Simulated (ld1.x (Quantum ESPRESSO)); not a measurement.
Pseudopotential generation for gallium: PAW, LDA (PZ), fully relativistic.

Input for ld1.x (Quantum ESPRESSO) 7.5:

```
&input
   title='Ga', zed=31., rel=2, dft='PZ', iswitch=3,
   config='[Ar] 3d10 4s2 4p1', rel_dist='average',
   nld=5, rlderiv=1.95, eminld=-9.0, emaxld=5.0, deld=0.04
 /
 &inputp
   pseudotype=3, lpaw=.true., tm=.true., lloc=-1, rcloc=1.75,
   nlcc=.true., new_core_ps=.true., rcore=0.65,
   which_augfun='GAUSS', rmatch_augfun=0.75,
   file_pseudopw='Ga.UPF', file_wfcaegen='ae.wfc', file_wfcncgen='nc.wfc', file_beta='beta', file_chi='chi', file_wfcusgen='us.wfc'
 /
6
4S  1  0   2.00   0.00  1.35  1.80  0.0
4S  1  0   0.00  -0.15  1.35  1.80  0.0
3P  2  1   6.00   0.00  0.95  1.00  0.0
4P  3  1   1.00   0.00  0.95  1.00  0.0
3D  3  2  10.00   0.00  0.95  1.15  0.0
3D  3  2   0.00   1.40  0.95  1.15  0.0
 &test
   configts(1)='3p6 3d10 4s2 4p1'
 /
```

Command:

```bash
ld1.x < Ga.in > Ga.out
```

Resulting log (shortened: banner, matrices, multipoles, cross overlaps and the repeated all-electron block are left out):

```
Program LD1 v.7.5
     --------------------------- All-electron run ----------------------------

     Ga
     dirac relativistic calculation

     atomic number is 31.00
     dft =PZ   lsd =0 sic =0 latt =0  beta=0.20 tr2=1.0E-14
     Exchange-correlation= PZ
                           (   1   1   0   0   0   0   0)
     mesh =1205 r(mesh) = 101.09016 a.u. xmin = -7.00 dx = 0.01250
     1 Ry =  13.60569312 eV, c = 137.03599908

     n l j   nl                  e(Ry)          e(Ha)          e(eV)
     Spin orbit split results
     1 0 0.5 1S 1( 2.00)      -750.2589      -375.1294    -10207.7918
     2 0 0.5 2S 1( 2.00)       -92.5777       -46.2888     -1259.5836
     2 1 0.5 2P 1( 2.00)       -82.0483       -41.0241     -1116.3240
     2 1 1.5 2P 1( 4.00)       -80.0201       -40.0101     -1088.7291
     3 0 0.5 3S 1( 2.00)       -10.8325        -5.4163      -147.3841
     3 1 0.5 3P 1( 2.00)        -7.4290        -3.7145      -101.0769
     3 1 1.5 3P 1( 4.00)        -7.1615        -3.5807       -97.4368
     3 2 1.5 3D 1( 4.00)        -1.4461        -0.7230       -19.6750
     3 2 2.5 3D 1( 6.00)        -1.4120        -0.7060       -19.2118
     4 0 0.5 4S 1( 2.00)        -0.6742        -0.3371        -9.1731
     4 1 0.5 4P 1( 0.33)        -0.2073        -0.1036        -2.8204
     4 1 1.5 4P 1( 0.67)        -0.1983        -0.0992        -2.6985
     Averaged results
     1 0     1S 1( 2.00)      -750.2589      -375.1294    -10207.7918
     2 0     2S 1( 2.00)       -92.5777       -46.2888     -1259.5836
     2 1     2P 1( 6.00)       -80.6962       -40.3481     -1097.9274
     3 0     3S 1( 2.00)       -10.8325        -5.4163      -147.3841
     3 1     3P 1( 6.00)        -7.2507        -3.6253       -98.6502
     3 2     3D 1(10.00)        -1.4257        -0.7128       -19.3970
     4 0     4S 1( 2.00)        -0.6742        -0.3371        -9.1731
     4 1     4P 1( 1.00)        -0.2013        -0.1007        -2.7391

     final scf error:  5.8E-15 reached in  26 iterations

     Etot =   -3882.398150 Ry,   -1941.199075 Ha,  -52822.717810 eV

     Ekin =    3957.995042 Ry,    1978.997521 Ha,   53851.265918 eV
     Encl =   -9373.786805 Ry,   -4686.893403 Ha, -127536.866670 eV
     Eh   =    1678.729257 Ry,     839.364628 Ha,   22840.275104 eV
     Exc  =    -145.335643 Ry,     -72.667822 Ha,   -1977.392162 eV

     normalization and overlap integrals

     s(1S/1S) =  1.000000  <r> =   0.0487  <r2> =    0.0032  r(max) =   0.0319
     s(2S/2S) =  1.000000  <r> =   0.2180  <r2> =    0.0561  r(max) =   0.1833
     s(2P/2P) =  1.000000  <r> =   0.1885  <r2> =    0.0436  r(max) =   0.1446
     s(2P/2P) =  1.000000  <r> =   0.1920  <r2> =    0.0452  r(max) =   0.1482
     s(3S/3S) =  1.000000  <r> =   0.6530  <r2> =    0.4928  r(max) =   0.5647
     s(3P/3P) =  1.000000  <r> =   0.6726  <r2> =    0.5343  r(max) =   0.5647
     s(3P/3P) =  1.000000  <r> =   0.6835  <r2> =    0.5518  r(max) =   0.5718
     s(3D/3D) =  1.000000  <r> =   0.8074  <r2> =    0.8561  r(max) =   0.5305
     s(3D/3D) =  1.000000  <r> =   0.8139  <r2> =    0.8707  r(max) =   0.5305
     s(4S/4S) =  1.000000  <r> =   2.3306  <r2> =    6.3266  r(max) =   1.8748
     s(4P/4P) =  1.000000  <r> =   3.3286  <r2> =   13.3733  r(max) =   2.4993
     s(4P/4P) =  1.000000  <r> =   3.3961  <r2> =   13.9209  r(max) =   2.5307

     ------------------------ End of All-electron run ------------------------

     --------------------- Generating PAW atomic setup --------------------

      Generating local potential from pseudized AE potential:
      Matching radius rcloc =   1.7500

      Local pseudo, rcloc= 1.761 Estimated cut-off energy=     7.89 Ry

      Computing core charge for nlcc:

       r > 0.66 : true rho core
      Core charge pseudized with two Bessel functions
      Integrated core pseudo-charge :   2.76

     Fully relativistic calculation: |psi|^2

     Wfc 4S LC norm =  0.99994795 SC norm =  0.00004777 missing  0.00000428
     Speed at rcutus      0.761 a.u.,  v/c =  0.005553,  (v/c)^2 =  0.00003084

     Wfc 3P LC norm =  0.99950406 SC norm =  0.00049593 missing  0.00000001
     Speed at rcutus      0.457 a.u.,  v/c =  0.003331,  (v/c)^2 = -0.00001110

     Wfc 3P LC norm =  0.99951664 SC norm =  0.00048332 missing  0.00000004
     Speed at rcutus      0.252 a.u.,  v/c =  0.001841,  (v/c)^2 = -0.00000339

     Wfc 4P LC norm =  0.99997452 SC norm =  0.00002494 missing  0.00000053
     Speed at rcutus      0.268 a.u.,  v/c =  0.001959,  (v/c)^2 =  0.00000384

     Wfc 4P LC norm =  0.99997552 SC norm =  0.00001852 missing  0.00000597
     Speed at rcutus      0.232 a.u.,  v/c =  0.001696,  (v/c)^2 =  0.00000288

     Wfc 3D LC norm =  0.99965284 SC norm =  0.00034713 missing  0.00000004
     Speed at rcutus      1.236 a.u.,  v/c =  0.009023,  (v/c)^2 =  0.00008141

     Wfc 3D LC norm =  0.99965666 SC norm =  0.00034240 missing  0.00000094
     Speed at rcutus      1.249 a.u.,  v/c =  0.009116,  (v/c)^2 =  0.00008310
      Wfc-us  4S rcutus= 1.806  Estimated cut-off energy=    13.44 Ry
      Wfc-us  4S rcutus= 1.806  Estimated cut-off energy=    14.20 Ry
      Wfc-us  3P rcutus= 0.991  Estimated cut-off energy=    84.28 Ry
      Wfc-us  3P rcutus= 0.991  Estimated cut-off energy=    84.06 Ry
      Wfc-us  4P rcutus= 0.991  Estimated cut-off energy=   150.46 Ry
      Wfc-us  4P rcutus= 0.991  Estimated cut-off energy=   148.16 Ry
      Wfc-us  3D rcutus= 1.151  Estimated cut-off energy=    87.92 Ry
      Wfc-us  3D rcutus= 1.151  Estimated cut-off energy=    87.87 Ry
      Wfc-us  3D rcutus= 1.151  Estimated cut-off energy=   144.21 Ry
      Wfc-us  3D rcutus= 1.151  Estimated cut-off energy=   143.08 Ry

     Required augmentation: GAUSS   radius:    0.750000
     Message from routine us2paw:
     GAUSS augmentation functions are ususally harder than BESSEL; use BESSEL instead unless you have discontinuity in local potential

     Estimated PAW energy = -505.112625 Ryd

     ------------------- End of pseudopotential generation -------------------

     Computing logarithmic derivative in   1.95870
     Computing logarithmic derivative in   1.95870
     Computing the partial wave expansion
     R is outside the sphere for l=    0 j= 0.50
     R is outside the sphere for l=    0 j= 0.50
     R is outside the sphere for l=    1 j= 0.50
     R is outside the sphere for l=    1 j= 0.50
     R is outside the sphere for l=    1 j= 1.50
     R is outside the sphere for l=    1 j= 1.50
     R is outside the sphere for l=    2 j= 1.50
     R is outside the sphere for l=    2 j= 1.50
     R is outside the sphere for l=    2 j= 2.50
     R is outside the sphere for l=    2 j= 2.50

     ---------------------- Testing the pseudopotential ----------------------

     Ga
     dirac relativistic calculation

     atomic number is 31.00   valence charge is 19.00
     dft = SLA  PZ   NOGX NOGC   lsd =0 sic =0 latt =0  beta=0.20 tr2=1.0E-14
     mesh =1205 r(mesh) = 101.09016 xmin = -7.00 dx = 0.01250

     n l  j  nl             e AE (Ry)       e PS (Ry)    De AE-PS (Ry)
     2 1 0.5 3P   1( 2.00)       -7.42901       -7.42902        0.00000
     2 1 1.5 3P   1( 4.00)       -7.16147       -7.16148        0.00000
     3 2 1.5 3D   1( 4.00)       -1.44608       -1.44609        0.00000
     3 2 2.5 3D   1( 6.00)       -1.41204       -1.41204        0.00001
     1 0 0.5 4S   1( 2.00)       -0.67421       -0.67421        0.00000
     3 1 0.5 4P   1( 0.33)       -0.20729       -0.20729       -0.00001
     3 1 1.5 4P   1( 0.67)       -0.19833       -0.19834        0.00000

     eps = 3.9E-18  iter =  6

     Etot =   -3882.398150 Ry,   -1941.199075 Ha,  -52822.717810 eV
     Etotps =  -505.112632 Ry,    -252.556316 Ha,   -6872.407465 eV

     Ekin =     491.525202 Ry,     245.762601 Ha,    6687.541058 eV
     Encl =   -1209.207484 Ry,    -604.603742 Ha,  -16452.105954 eV
     Ehrt =     357.905309 Ry,     178.952654 Ha,    4869.549796 eV
     Ecxc =    -145.335658 Ry,     -72.667829 Ha,   -1977.392366 eV
     (Ecc =      -4.567842 Ry,      -2.283921 Ha,     -62.148656 eV)

     ---------------------- End of pseudopotential test ----------------------
```

Generation and configuration tests took about 3.8 s on one core of a shared server CPU.

Transferability test of the new file with ld1.x, input:

```
&input
   title='Ga', zed=31., rel=2, dft='PZ', iswitch=2,
   config='[Ar] 3d10 4s2 4p1', rel_dist='average'
 /
 &test
   file_pseudo='Ga.UPF', nconf=8,
   configts(1)='3p6 3d10 4s2 4p1',
   configts(2)='3p6 3d10 4s2 4p0',
   configts(3)='3p6 3d10 4s1 4p0',
   configts(4)='3p6 3d10 4s0 4p0',
   configts(5)='3p6 3d9 4s2 4p1',
   configts(6)='3p6 3d10 4s1 4p1',
   configts(7)='3p6 3d10 4s0 4p3',
   configts(8)='3p6 3d9 4s2 4p2'
 /
```

```bash
ld1.x < Ga.test.in > Ga.test.out
```

Pseudopotential blocks of its output, shortened (energy terms left out; the distinct warnings before each block abridged to one line each):

```
     ---------------------- Testing the pseudopotential ----------------------

     n l  j  nl             e AE (Ry)       e PS (Ry)    De AE-PS (Ry)
     2 1 0.5 3P   1( 2.00)       -7.42901       -7.42902        0.00000
     2 1 1.5 3P   1( 4.00)       -7.16147       -7.16148        0.00000
     3 2 1.5 3D   1( 4.00)       -1.44608       -1.44609        0.00000
     3 2 2.5 3D   1( 6.00)       -1.41204       -1.41204        0.00001
     1 0 0.5 4S   1( 2.00)       -0.67421       -0.67421        0.00000
     3 1 0.5 4P   1( 0.33)       -0.20729       -0.20729       -0.00001
     3 1 1.5 4P   1( 0.67)       -0.19833       -0.19834        0.00000

     eps = 1.1E-18  iter =  6

     Etot =   -3882.398150 Ry,   -1941.199075 Ha,  -52822.717810 eV
     Etotps =  -505.112632 Ry,    -252.556316 Ha,   -6872.407465 eV

     ---------------------- End of pseudopotential test ----------------------

          ---------------------- Testing the pseudopotential ----------------------

     n l  j  nl             e AE (Ry)       e PS (Ry)    De AE-PS (Ry)
     2 1 0.5 3P   1( 2.00)       -8.04442       -8.04425       -0.00017
     2 1 1.5 3P   1( 4.00)       -7.77694       -7.77679       -0.00015
     3 2 1.5 3D   1( 4.00)       -2.05994       -2.05975       -0.00019
     3 2 2.5 3D   1( 6.00)       -2.02583       -2.02565       -0.00018
     1 0 0.5 4S   1( 2.00)       -1.22428       -1.22432        0.00004
     3 1 0.5 4P   1( 0.00)       -0.69279       -0.69278       -0.00000
     3 1 1.5 4P   1( 0.00)       -0.67960       -0.67960        0.00000

     eps = 7.7E-15  iter =  9

     Etot =   -3881.965235 Ry,   -1940.982617 Ha,  -52816.827701 eV
     Etotps =  -504.679714 Ry,    -252.339857 Ha,   -6866.517309 eV
     dEtot_ae =       0.432915 Ry
     dEtot_ps =       0.432918 Ry,   Delta E=      -0.000003 Ry

     ---------------------- End of pseudopotential test ----------------------

          Warning: n=2, l=1 expected 0 nodes, found 1
     ---------------------- Testing the pseudopotential ----------------------

     n l  j  nl             e AE (Ry)       e PS (Ry)    De AE-PS (Ry)
     2 1 0.5 3P   1( 2.00)       -8.93378       -8.93412        0.00034
     2 1 1.5 3P   1( 4.00)       -8.66641       -8.66673        0.00032
     3 2 1.5 3D   1( 4.00)       -2.94083       -2.94123        0.00040
     3 2 2.5 3D   1( 6.00)       -2.90644       -2.90684        0.00040
     1 0 0.5 4S   1( 1.00)       -1.94584       -1.94560       -0.00024
     3 1 0.5 4P   1( 0.00)       -1.33816       -1.33817        0.00001
     3 1 1.5 4P   1( 0.00)       -1.31972       -1.31974        0.00002

     eps = 4.8E-15  iter =  9

     Etot =   -3880.384794 Ry,   -1940.192397 Ha,  -52795.324703 eV
     Etotps =  -503.099363 Ry,    -251.549682 Ha,   -6845.015547 eV
     dEtot_ae =       2.013356 Ry
     dEtot_ps =       2.013269 Ry,   Delta E=       0.000087 Ry

     ---------------------- End of pseudopotential test ----------------------

          ---------------------- Testing the pseudopotential ----------------------

     n l  j  nl             e AE (Ry)       e PS (Ry)    De AE-PS (Ry)
     2 1 0.5 3P   1( 2.00)       -9.90991       -9.91076        0.00085
     2 1 1.5 3P   1( 4.00)       -9.64259       -9.64337        0.00078
     3 2 1.5 3D   1( 4.00)       -3.90436       -3.90526        0.00090
     3 2 2.5 3D   1( 6.00)       -3.86959       -3.87048        0.00089
     1 0 0.5 4S   1( 0.00)       -2.69761       -2.69690       -0.00071
     3 1 0.5 4P   1( 0.00)       -2.01348       -2.01342       -0.00006
     3 1 1.5 4P   1( 0.00)       -1.98909       -1.98904       -0.00005

     eps = 9.1E-16  iter =  9

     Etot =   -3878.062223 Ry,   -1939.031112 Ha,  -52763.724524 eV
     Etotps =  -500.777257 Ry,    -250.388628 Ha,   -6813.421678 eV
     dEtot_ae =       4.335927 Ry
     dEtot_ps =       4.335375 Ry,   Delta E=       0.000551 Ry

     ---------------------- End of pseudopotential test ----------------------

          Warning: n=3, l=2 expected 0 nodes, found 1
     ---------------------- Testing the pseudopotential ----------------------

     n l  j  nl             e AE (Ry)       e PS (Ry)    De AE-PS (Ry)
     2 1 0.5 3P   1( 2.00)       -8.79367       -8.79493        0.00126
     2 1 1.5 3P   1( 4.00)       -8.52096       -8.52220        0.00123
     3 2 1.5 3D   1( 3.60)       -2.75573       -2.75575        0.00003
     3 2 2.5 3D   1( 5.40)       -2.71909       -2.71910        0.00001
     1 0 0.5 4S   1( 2.00)       -1.44015       -1.44191        0.00176
     3 1 0.5 4P   1( 0.33)       -0.84446       -0.84402       -0.00044
     3 1 1.5 4P   1( 0.67)       -0.82749       -0.82707       -0.00042

     eps = 5.7E-15  iter = 14

     Etot =   -3880.342775 Ry,   -1940.171388 Ha,  -52794.753015 eV
     Etotps =  -503.056959 Ry,    -251.528480 Ha,   -6844.438611 eV
     dEtot_ae =       2.055375 Ry
     dEtot_ps =       2.055673 Ry,   Delta E=      -0.000298 Ry

     ---------------------- End of pseudopotential test ----------------------

          ---------------------- Testing the pseudopotential ----------------------

     n l  j  nl             e AE (Ry)       e PS (Ry)    De AE-PS (Ry)
     2 1 0.5 3P   1( 2.00)       -8.18094       -8.18133        0.00039
     2 1 1.5 3P   1( 4.00)       -7.91351       -7.91387        0.00036
     3 2 1.5 3D   1( 4.00)       -2.19253       -2.19300        0.00047
     3 2 2.5 3D   1( 6.00)       -2.15831       -2.15877        0.00046
     1 0 0.5 4S   1( 1.00)       -1.30467       -1.30445       -0.00022
     3 1 0.5 4P   1( 0.33)       -0.75911       -0.75911       -0.00000
     3 1 1.5 4P   1( 0.67)       -0.74508       -0.74509        0.00001

     eps = 5.2E-15  iter = 10

     Etot =   -3881.417854 Ry,   -1940.708927 Ha,  -52809.380201 eV
     Etotps =  -504.132431 Ry,    -252.066215 Ha,   -6859.071147 eV
     dEtot_ae =       0.980296 Ry
     dEtot_ps =       0.980201 Ry,   Delta E=       0.000095 Ry

     ---------------------- End of pseudopotential test ----------------------

          ---------------------- Testing the pseudopotential ----------------------

     n l  j  nl             e AE (Ry)       e PS (Ry)    De AE-PS (Ry)
     2 1 0.5 3P   1( 2.00)       -7.69638       -7.69707        0.00069
     2 1 1.5 3P   1( 4.00)       -7.42894       -7.42956        0.00062
     3 2 1.5 3D   1( 4.00)       -1.70608       -1.70688        0.00080
     3 2 2.5 3D   1( 6.00)       -1.67181       -1.67260        0.00078
     1 0 0.5 4S   1( 0.00)       -0.82514       -0.82471       -0.00044
     3 1 0.5 4P   1( 1.00)       -0.31294       -0.31290       -0.00004
     3 1 1.5 4P   1( 2.00)       -0.30135       -0.30132       -0.00003

     eps = 6.5E-15  iter = 13

     Etot =   -3881.402998 Ry,   -1940.701499 Ha,  -52809.178071 eV
     Etotps =  -504.117891 Ry,    -252.058945 Ha,   -6858.873322 eV
     dEtot_ae =       0.995152 Ry
     dEtot_ps =       0.994741 Ry,   Delta E=       0.000411 Ry

     ---------------------- End of pseudopotential test ----------------------

          ---------------------- Testing the pseudopotential ----------------------

     n l  j  nl             e AE (Ry)       e PS (Ry)    De AE-PS (Ry)
     2 1 0.5 3P   1( 2.00)       -8.13790       -8.13984        0.00194
     2 1 1.5 3P   1( 4.00)       -7.86521       -7.86710        0.00189
     3 2 1.5 3D   1( 3.60)       -2.10181       -2.10259        0.00078
     3 2 2.5 3D   1( 5.40)       -2.06524       -2.06599        0.00075
     1 0 0.5 4S   1( 2.00)       -0.84938       -0.85091        0.00153
     3 1 0.5 4P   1( 0.67)       -0.30554       -0.30527       -0.00027
     3 1 1.5 4P   1( 1.33)       -0.29248       -0.29222       -0.00025

     eps = 8.2E-15  iter = 18

     Etot =   -3880.898860 Ry,   -1940.449430 Ha,  -52802.318926 eV
     Etotps =  -503.612694 Ry,    -251.806347 Ha,   -6851.999766 eV
     dEtot_ae =       1.499290 Ry
     dEtot_ps =       1.499938 Ry,   Delta E=      -0.000648 Ry

     ---------------------- End of pseudopotential test ----------------------
```
